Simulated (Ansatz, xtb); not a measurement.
Two isomers of C4H3N3

Structure I is `N#Cc1c[nH]cn1`, a singlet and structure II is `N#Cc1cnc[nH]1`, a singlet. Both are isolated molecules in the gas phase, relaxed with B3LYP/def2-SVP.

**Question.** Estimate which is lower in electronic energy at CCSD(T)/def2-SVP + ΔMP2/def2-TZVPP, and by roughly how much.

**Answer.** CCSD(T)/def2-SVP + ΔMP2/def2-TZVPP gives E(II) − E(I) = +0.029 eV, slightly favouring structure I, which is too small a margin to settle the true order.

How the difference moves with the method:

```csv
level,geometry,E(II) − E(I) (eV),departure from the last row (eV),"job, with rough time for the two"
GFN2-xTB,GFN2-xTB,−0.049,−0.077,"optimisation, 0.096 s"
HF/STO-3G,GFN2-xTB,+0.085,+0.057,"single point, 0.36 s"
r2SCAN-D4/def2-SVP,GFN2-xTB,−0.013,−0.041,"single point, 4.8 s"
B3LYP/def2-SVP,B3LYP/def2-SVP,0.000,−0.028,"optimisation, 34 s"
HF/def2-SVP,B3LYP/def2-SVP,+0.048,+0.020,part of the CCSD(T) run
MP2/def2-SVP,B3LYP/def2-SVP,+0.043,+0.015,part of the CCSD(T) run
CCSD(T)/def2-SVP,B3LYP/def2-SVP,+0.038,+0.009,single point
CCSD(T)/def2-SVP + ΔMP2/def2-TZVPP,B3LYP/def2-SVP,+0.029,,"single point, 57 s"
```

As drawn, both hold the same kinds of bond in the same numbers.

The largest departure from CCSD(T)/def2-SVP + ΔMP2/def2-TZVPP is that of GFN2-xTB, 0.077 eV. The last row adds to CCSD(T) the change of the MP2 difference between the two basis sets, here −0.009 eV.

With thermal terms from frequencies at re-optimised GFN2-xTB minima (ideal gas, soft modes damped towards free rotors, one conformer each, 298.15 K, 1 atm): the zero-point term adds +0.001 eV; ΔH is +0.030 and ΔG +0.029 eV.

The correlated steps freeze 7 core orbitals. Run with Ansatz 0.2.0, xtb 6.7.1; the last row on 2 threads of Arm Neoverse V2 on a shared host.
